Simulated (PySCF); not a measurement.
CaF2. Atoms are numbered in the order given.

```xyz
3

Ca     0.0000     0.0000     0.2879
F      0.0000    -1.9004    -0.3199
F      0.0000     1.9004    -0.3199
```

Coordinates come from a PBE0-D3(BJ)/def2-TZVP optimisation. The isomer is the one that the SMILES or the coordinates give; other isomers of the formula were not compared.

The numbers are results of PBE/def2-TZVPD (PySCF), not measurements.

Symmetry labels are those of the subgroup C2v that the program uses (full group C2v).

Task: List the valence orbital energies around the gap with their symmetry. (The exact figures need the calculation; the answer reports its results.)

Result: 
```
orbital  symmetry  energy (eV)
-------  --------  -----------
HOMO−7         A1       -25.53
HOMO−6         B2       -24.18
HOMO−5         A1        -7.99
HOMO−4         B2        -7.59
HOMO−3         A2        -7.57
HOMO−2         B1        -7.37
HOMO−1         A1        -7.36
HOMO           B2        -7.08
LUMO           A1        -2.34
LUMO+1         B1        -0.77
LUMO+2         A1        -0.73
LUMO+3         B1         0.00
```
